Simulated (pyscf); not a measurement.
**H₃Si–BiH₂, singlet**

Gas-phase minimum from PySCF at ωB97X-D3(BJ)/def2-SVP, one conformer. 

```
Si
H 1 1.4904
H 1 1.4932 2 108.96
H 1 1.4932 2 108.96 3 -117.97
Bi 1 2.6230 2 112.31 4 -121.02
H 5 1.7850 1 89.82 2 45.09
H 5 1.7850 6 90.80 1 89.80
```

Properties at ωB97X-D3(BJ)/def2-SVP:

| Item | Result |
|---|---|
| Harmonic wavenumbers, unscaled | 123, 311, 387, 407, 601, 623, 800, 886, 957, 958, 1874, 1881, 2237, 2247, 2259 cm⁻¹ |
| Zero-point energy | 23.7 kcal/mol |
| Rotational symmetry number | 1 |
| Entropy of this conformer at 298 K and 1 atm, rigid rotor and harmonic oscillator, modes under 100 cm⁻¹ raised to 100 | 312.9 J/(mol K) |
| Dipole moment | 0.83 D |

Single-point totals, which compare only within one level (frozen core for MP2 and CC):

```
level                   total energy (hartree)
----------------------  ----------------------
ωB97X-D3(BJ)/def2-TZVP              -507.23044
PBE/def2-TZVP                       -506.98630
r²SCAN/def2-TZVP                    -507.18989
B3LYP-D3(BJ)/def2-TZVP              -507.23482
PBE0-D3(BJ)/def2-TZVP               -506.99937
M06-2X/def2-TZVP                    -506.94276
ωB97M-D3(BJ)/def2-TZVP              -507.17439
HF/def2-TZVPP                       -505.38642
MP2/def2-TZVPP                      -505.96891
CCSD/def2-TZVPP                     -505.97519
CCSD(T)/def2-TZVPP                  -505.99135
```

Soft torsions are taken as harmonic, which can shift the entropy by several J/(mol K). The CCSD(T) − MP2 part came from Ansatz, without density fitting, on the same reference. The frozen core leaves the outer d or s,p core shells of the metals and heavy elements correlated in the MP2 and CC values, and def2-TZVPP describes them poorly, so these totals are far from the basis limit. Elements past Kr carry the def2 core potentials, without spin-orbit coupling.
